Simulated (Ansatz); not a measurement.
Job for Ansatz (a program for electronic structure): R-PBE/def2-TZVPP on C3H2 (SMILES [CH]C#C), 2S+1 = 1, a spin state set in the input, which need not be the lowest, at the other state's geometry.

Ansatz 0.2 input:
```yaml
crystal:
  periodic: [false, false, false]
  atoms:
    - {symbol: C, position_ang: [-1.22982616, -0.26597044, -0.14492233]}
    - {symbol: C, position_ang: [-0.00060308, 0.00653588, -0.00585868]}
    - {symbol: C, position_ang: [1.23212629, 0.24104288, 0.16726705]}
    - {symbol: H, position_ang: [-2.23521127, -0.47809025, -0.41479841]}
    - {symbol: H, position_ang: [2.22502897, 0.58844029, 0.31588214]}
basis:
  gaussian:
    orbitals: def2-TZVPP
hamiltonian:
  xc: {name: PBE}
```

Program output:

```
WARN ansatz: RAYON_NUM_THREADS=2 ignored (pool sized by the plan → 2); use --threads N
Functional definition: PBE
integrals: 0.02 GiB planned
658 factors; their error is unknown
mean field: 0.27 GiB planned
mean field evaluation 1: about -3127.6733 eV, gradient 5.1e1 eV
mean field evaluation 2: about -3120.7902 eV, gradient 7.0e1 eV
mean field evaluation 4: about -3134.0973 eV, gradient 1.2e1 eV
mean field evaluation 8: about -3134.3485 eV, gradient 4.5e0 eV
mean field evaluation 16: about -3134.3803 eV, gradient 1.5e-4 eV
mean field evaluation 32: about -3134.3924 eV, gradient 6.2e-2 eV
mean field evaluation 64: about -3134.3801 eV, gradient 1.2e-2 eV
mean field -3134.38033698 eV, -115.1863528246 hartree, gradient 8.7e-6 eV, S^2 0.000000; 4 other end points of the search recorded, 0 dependent functions left out
reference -3134.38036817 eV, -115.1863539710 hartree; 10, 10 occupied and 111, 111 virtual orbitals, 658 factors
Total energy: -3134.38036817 eV, -115.1863539710 hartree
```

The run converged.

Cost: very roughly 12 core-seconds.
